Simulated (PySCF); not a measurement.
Computed vibrations of Er(SH)3

Er(SH)3 (singlet in the valence; each metal's 4f electrons, 11 of them, lie in its core potential, out of spins and levels). PySCF 2.14.0, RKS PBE0, Er lcecp-1-SVP with ECP57, S def2-SVP, H def2-SVP; non-relativistic Hamiltonian with scalar-relativistic core potentials where named; density fitting; no spin-orbit coupling. Central differences of gradients.

```xyz
7

Er    0.0000    0.0000   -0.2946
S     2.4446    0.0000    0.4537
H     2.1510    0.0000    1.7742
S    -1.2223    2.1170    0.4537
H    -1.0755    1.8628    1.7742
S    -1.2223   -2.1171    0.4537
H    -1.0755   -1.8629    1.7742
```

Run from Python with OMP_NUM_THREADS=2. Where DIIS fails, smearing, a level shift and second-order steps follow.
It took 48 s on 2 threads of Arm Neoverse V1, with other jobs on the host.

Task: What are the harmonic wavenumbers and infrared intensities?

Result: Modes are labelled in C3v; negative numbers are unstable modes, those under 60 cm⁻¹ near the noise; a finer grid moves soft modes by up to 10 cm⁻¹.
```json
{"cm⁻¹": "-280", "km/mol": "–", "symmetry": "a2"}
{"cm⁻¹": "-207", "km/mol": "–", "symmetry": "e"}
{"cm⁻¹": "-207", "km/mol": "–", "symmetry": "e"}
{"cm⁻¹": "62", "km/mol": "20.4", "symmetry": "a1"}
{"cm⁻¹": "88", "km/mol": "4.2", "symmetry": "e"}
{"cm⁻¹": "88", "km/mol": "4.2", "symmetry": "e"}
{"cm⁻¹": "304", "km/mol": "19.5", "symmetry": "e"}
{"cm⁻¹": "304", "km/mol": "19.5", "symmetry": "e"}
{"cm⁻¹": "311", "km/mol": "7.7", "symmetry": "a1"}
{"cm⁻¹": "347", "km/mol": "69.4", "symmetry": "e"}
{"cm⁻¹": "347", "km/mol": "69.4", "symmetry": "e"}
{"cm⁻¹": "381", "km/mol": "23.8", "symmetry": "a1"}
{"cm⁻¹": "2704", "km/mol": "2.6", "symmetry": "e"}
{"cm⁻¹": "2704", "km/mol": "2.6", "symmetry": "e"}
{"cm⁻¹": "2705", "km/mol": "0.0", "symmetry": "a1"}
```

Task: Is this a minimum?

Result: No: 3 unstable; the lowest moves the atoms so:
```
Er   0.00  0.00  0.00
S    0.00 -0.02  0.00
H    0.00  0.58  0.00
S    0.01  0.01  0.00
H   -0.50 -0.29  0.00
S   -0.01  0.01  0.00
H    0.50 -0.29  0.00
```

An lcecp potential fixes the number of 4f electrons, so in runs with it no electron can move into or out of that shell.
